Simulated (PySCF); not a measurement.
Calculation: PBE-D3(BJ)/def2-TZVP // B3LYP-D3(BJ)/def2-TZVP (PySCF). All species are isolated molecules in the gas phase. One relaxed conformer stands for a flexible species; it need not be the lowest. Excitations are Tamm–Dancoff values on a coarser integration grid. The basis has no diffuse functions, so Rydberg states are missing or too high.

Reference species (SMILES): `C[SiH]=O` (neutral, multiplicity 1).

- T1 excitation (TDA): 3.75 eV
- S1 excitation (TDA): 4.12 eV
- HOMO: -6.37 eV

After one change: the T1 excitation (TDA) decreases by 0.53 eV; the S1 excitation (TDA) rises by 0.40 eV; the HOMO rises by 1.21 eV.

Task: What was changed between the two runs? The new species is one of these.
A) `C=[SiH]O` (C–Si–O–H torsion 0°)
B) `C1O[SiH2]1`
C) `O=C[SiH3]`

Result: A, `C=[SiH]O` (C–Si–O–H torsion 0°)
